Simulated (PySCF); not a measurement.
**What settings do to a single point of Ho(OH)3**

The sound run of Ho(OH)3 (singlet in the valence; each metal's 4f electrons, 10 of them, lie in its core potential, out of spins and levels) uses PySCF 2.14.0, RKS TPSS, Ho lcecp-1-SVP with ECP56, O def2-SVP, H def2-SVP; non-relativistic Hamiltonian with scalar-relativistic core potentials where named; density fitting; no spin-orbit coupling, grid (50, 194), threshold 1e-8 Eh and 55 cycles, at the relaxed geometry:

```xyz
7

Ho    0.0000    0.0000    0.1126
O     2.0444    0.0000    0.1389
H     3.0089    0.0000    0.1621
O    -1.0222    1.7705    0.1389
H    -1.5045    2.6058    0.1621
O    -1.0222   -1.7705    0.1389
H    -1.5045   -2.6058    0.1621
```

There Ho1 has a Mulliken charge of 0.96 e and the dipole about the centre of mass is 0.08 D. Each run below changes one thing and starts from free metal ions and neutral atoms unless it says otherwise; with 55 cycles, smearing, a level shift and second-order steps follow where DIIS fails, and their cycles count. Energy shifts count from the sound run. On f atoms grids over 110 angular points are at least (60, 302).

| change | outcome | cycles | energy shift (eV) | largest force component (eV/Å) | charge on Ho1 (e) | dipole about the centre of mass (D) |
| --- | --- | --- | --- | --- | --- | --- |
| threshold 0.001 | converged | 5 | 0.0001 | 0.02 | 0.96 | 0.08 |
| start from a density of up to 30 smeared cycles (not counted) | converged | 8 | 0.0000 | 0.02 | 0.96 | 0.08 |

(1) One further run converged with energy shift (eV) 0.95, largest force component (eV/Å) 3.79, charge on Ho1 (e) 0.84, dipole about the centre of mass (D) 0.07. Which change was it?
A. all coordinates × 0.94
B. O6 put 1.1 Å from Ho1, limit 69 cycles
C. spin (2S) set to 1, limit 75 cycles

(2) And the other changes listed?

Unsound on purpose, so not properties of the compound: O6 put 1.1 Å from Ho1, limit 69 cycles.

Forces carry noise of the integration grid, about 0.01 to 0.03 eV/Å.

No frequency check is given that shows the relaxed geometry to be a minimum. An lcecp potential fixes the number of 4f electrons, so in runs with it no electron can move into or out of that shell.

Answers

(1) A.

(2) 
| change | outcome | cycles | energy shift (eV) | largest force component (eV/Å) | charge on Ho1 (e) | dipole about the centre of mass (D) |
| --- | --- | --- | --- | --- | --- | --- |
| O6 put 1.1 Å from Ho1, limit 69 cycles | converged | 17 | 39.93 | 138.14 | 0.15 | 1.46 |
| spin (2S) set to 1, limit 75 cycles | refused | – | – | – | – | – |
